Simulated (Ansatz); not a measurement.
System: PN, charge 1, multiplicity 2. SMILES of the parent species: N#P
Geometry from a B3LYP-D3(BJ)/def2-TZVP (Ansatz, a quantum-chemistry and plane-wave program) optimisation:
```xyz
2

N      0.0000     0.0000    -1.0056
P      0.0000     0.0000     0.4693
```
Charge +1, spin multiplicity 2.

Problem. Give the harmonic wavenumbers at B3LYP-D3(BJ)/def2-TZVP (Ansatz, finite differences of forces, unscaled).

Solution. 1369 cm⁻¹. Zero-point energy 2.0 kcal/mol.

Problem. From these and the geometry, give the ideal-gas thermochemistry at 298.15 K and 1 atm (rigid rotor, harmonic oscillator).

Solution. Point group C∞v, rotational symmetry number 1. Rotational constants 24.09, 24.09 GHz. S(trans) 37.34, S(rot) 13.02, S(vib) 0.02, S(elec, spin only) 1.38, S 51.8 cal/(mol K). H(298) - H(0) 2.08 kcal/mol; G - E(el) -11.4 kcal/mol.
